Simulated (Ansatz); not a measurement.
Isolated molecules relaxed with PBE0-D4/def2-TZVP in Ansatz; ΔE leaves out vibrations. CCSD(T)/CBS adds triple-zeta CCSD(T) − MP2 to the extrapolated MP2 energy (def2 sets, frozen cores). For Ge outer-core shells are correlated without core-valence functions, which leaves a few kJ/mol of doubt a bond. Scalar relativity is left out up to krypton. Each species was taken in one conformer, which may not be the lowest.

`O[SiH2][AlH][SiH3]` + `O[CH2][GeH3]` → `O[CH]([SiH3])[GeH3]` + `O[SiH2][AlH2]`  (formal exchange of groups at the Si–Al bond)

`O[SiH2][AlH][SiH3]`:

Cartesian coordinates in Å:
```
O 0.225 2.427 -0.097
Si 0.404 1.512 1.277
Al -0.204 -0.849 0.889
Si -0.416 -1.631 -1.437
H 0.517 2.037 -0.922
H -0.458 2.171 2.296
H 1.807 1.597 1.795
H -0.453 -1.871 2.084
H 0.101 -0.621 -2.408
H 0.324 -2.901 -1.689
H -1.847 -1.872 -1.788
```

`O[CH2][GeH3]`:

Cartesian coordinates in Å:
```
O 1.047 -0.078 1.309
C -0.236 0.105 0.740
Ge -0.071 -0.090 -1.211
H 0.978 0.015 2.263
H -0.643 1.101 0.958
H -0.957 -0.637 1.105
H 0.889 0.973 -1.766
H -1.462 0.102 -1.843
H 0.455 -1.491 -1.556
```

`O[CH]([SiH3])[GeH3]`:

Cartesian coordinates in Å:
```
O -1.021 1.340 -0.605
C -0.137 0.218 -0.574
Si -0.934 -1.277 0.256
Ge 1.494 0.822 0.360
H -1.837 1.080 -1.043
H 0.185 -0.063 -1.589
H -1.152 -1.024 1.704
H -0.085 -2.486 0.083
H -2.260 -1.516 -0.385
H 2.097 2.021 -0.388
H 2.507 -0.337 0.382
H 1.143 1.224 1.800
```

`O[SiH2][AlH2]`:

Cartesian coordinates in Å:
```
O -0.607 -1.057 1.405
Si -0.603 -0.450 -0.141
Al 1.233 1.172 -0.361
H -1.282 -1.704 1.617
H -0.469 -1.560 -1.138
H -1.924 0.183 -0.458
H 1.452 1.882 -1.768
H 2.200 1.533 0.844
```

| species | SCS-MP2/def2-QZVPP energy (Eh) |
| --- | --- |
| `O[SiH2][AlH][SiH3]` | -899.47469 |
| `O[CH2][GeH3]` | -2192.59935 |
| `O[CH]([SiH3])[GeH3]` | -2482.85196 |
| `O[SiH2][AlH2]` | -609.21798 |

(1) Work out ΔE.

Largest T1 diagnostic among the species: 0.013.

Answers

(1) ΔE = (-2482.85196) + (-609.21798) − (-899.47469) − (-2192.59935) = 0.00410 Eh = +10.8 kJ/mol. CCSD(T)/CBS gives +17.2 kJ/mol.

The D4 term adds −5.6 kJ/mol with B3LYP and −2.7 kJ/mol with PBE0; it sums over pairs of atoms, weighted by their polarisabilities, and B3LYP, whose exchange is more repulsive, gets the larger term.

B3LYP here is the variant with VWN-RPA as its local correlation; programs differ in this.
